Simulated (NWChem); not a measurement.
System: BPH₄; SMILES BP

```xyz
6

B      0.0005     1.3070     0.0000
H     -0.0645     1.8994    -1.0337
H     -0.0645     1.8994     1.0337
P     -0.0712    -0.5646     0.0000
H      0.7464    -0.9641    -1.0833
H      0.7464    -0.9641     1.0833
```
Atoms are numbered in this order, from 1.

Results from NWChem. Pople sets run with spherical d functions. All runs use the structure optimised with B3LYP/6-31G* (spherical d). B3LYP is NWChem's, with the RPA form of VWN correlation. GIAO values for the isolated, static molecule; σ is the absolute isotropic shielding, δ = σ(reference) − σ with the isolated reference molecule computed at the same levels (11B: boron trifluoride, 1H: tetramethylsilane, 31P: phosphine).

**Question.** Predict the results for B3LYP/6-31G*. Quantities: δ B1 (ppm); δ H2 (ppm); δ P4 (ppm); δ H5 (ppm).

**Answer.** 
```json
{
  "δ B1 (ppm)": "72.3",
  "δ H2 (ppm)": "8.60",
  "δ P4 (ppm)": "99.0",
  "δ H5 (ppm)": "3.58"
}
```
